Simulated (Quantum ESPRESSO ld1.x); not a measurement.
Results of a calculation; reference values are marked as such.
Cr I, 24 electrons, occupied as [Ar] 3d5 4s1 (the NIST ground configuration). Code: ld1.x of Quantum ESPRESSO 7.5. Model: Dirac Kohn-Sham, revPBE, spin-unpolarised, spherical densities, point nucleus; open shells fill j = l - 1/2 first.

Radial electron density D(r) = 4 pi r^2 rho(r):

r (bohr),D(r) (e/bohr)
0.008213,5.655
0.009409,6.980
0.01087,8.643
0.01245,10.47
0.01426,12.55
0.01634,14.86
0.01872,17.34
0.02145,19.91
0.02457,22.44
0.02815,24.78
0.03252,26.84
0.03725,28.19
0.04268,28.79
0.0489,28.56
0.05602,27.54
0.06418,25.95
0.07353,24.16
0.08424,22.65
0.09729,21.94
0.1115,22.48
0.1277,24.24
0.1463,26.84
0.1676,29.49
0.192,31.21
0.22,31.11
0.2521,28.78
0.2911,24.21
0.3335,18.98
0.3821,14.26
0.4378,11.21
0.5015,10.29
0.5746,11.07
0.6583,12.48
0.7542,13.35
0.8711,12.93
0.9979,11.26
1.143,8.873
1.31,6.410
1.501,4.347
1.719,2.870
1.97,1.928
2.257,1.365
2.606,1.002
2.986,0.7625
3.421,0.5654
3.919,0.3946
4.49,0.2533
5.145,0.1479
5.894,0.07785
6.753,0.03649
7.799,0.01403
8.935,0.004769
10.24,0.001327
11.73,0.0002960

D(r) has 3 maxima, at r = 0.0441, 0.205, 0.779 bohr, and minima at 0.0981, 0.498 bohr, inside which lie 2.13, 10.55 electrons.
